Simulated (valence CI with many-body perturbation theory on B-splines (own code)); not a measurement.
Questions on Tl LXVII

Calculated by relativistic CI+MBPT: five valence electrons over a frozen Dirac-Fock core [Ne], a basis of 9 s, 9 p, 8 d, 6 f, 3 g, 1 h functions for each j, with the one-electron correlation potential Σ1, the two-electron term Σ2, the three-electron term Σ3, Breit, model QED; selected CI, second order for the rest (own B-spline code, finite nucleus).

The last digits are not significant, and no measured levels were compared; by estimate large intervals hold to a few tenths of a per cent, small ones and those within an open d or f shell to about a per cent. Among the levels kept, up to 620 cm⁻¹ of a level comes from second order outside the variational space, and about a tenth of that is noise between levels of different J, which matters for small intervals.

Levels are named by their leading jj configuration (3d3/2^4 stands for four electrons in 3d with j = 3/2), which in mixed levels can hold well under half, so a name can repeat and another be missing.

Rates and lifetimes use the calculated energies. Strong lines usually hold to 10 to 20 %, long lifetimes can be off by a factor of two.

Q: What is the ground level?

A: (3s^2 3p1/2^2 3p3/2) J=3/2, composition 49 % 3s²3p³ ²P° + 27 % 3s²3p³ ²D° + 24 % 3s²3p³ ⁴S°, g = 1.332.

Q: How well does LS coupling describe the low levels?

A: Among the lowest 20 levels the leading LS term, summed over configurations, holds 54 % on average. For single configurations the figures are 52 % in LS and 94 % in jj coupling. Terms mix most in the J = 3/2 level at 793.9 eV, where the leading one holds 31 %.

Q: Among levels below 1249.2 eV, which E1 lines absorb most strongly from the ground level?

A: to (3s^2 3p1/2 3p3/2 3d3/2) J=3/2 at 1.456 nm, f = 0.412; to (3s^2 3p1/2 3p3/2 3d3/2) J=5/2 at 1.482 nm, f = 0.317; to (3s^2 3p1/2 3p3/2 3d3/2) J=1/2 at 1.459 nm, f = 0.142.

Q: What are the static dipole polarisabilities of the lowest levels?

A: (3s^2 3p1/2^2 3p3/2) J=3/2 0.00171 (tensor 0.00012) bohr³, of which the core gives 2.92e-05.

Q: Name the longest-lived excited levels whose lifetime is computed, and their main decay.

A: (3s^2 3p1/2 3p3/2 3d5/2) J=9/2 at 927.4 eV lives 31.4 ns, mostly by E2 to (3s^2 3p1/2^2 3d5/2) J=5/2; (3s^2 3p1/2 3p3/2^2) J=5/2 at 547.4 eV lives 1.34 ns, mostly by E1 to (3s^2 3p1/2^2 3d3/2) J=3/2; (3s^2 3p1/2 3p3/2^2) J=1/2 at 564.8 eV lives 1.19 ns, mostly by M1 to (3s^2 3p1/2^2 3p3/2) J=3/2.

Q: What is the ionisation energy?

A: 7567.6 eV; NIST lists 7570 ± 40 eV (theoretical).

Q: Where does the other parity begin?

A: At (3s^2 3p1/2^2 3d3/2) J=3/2, 258.1 eV.
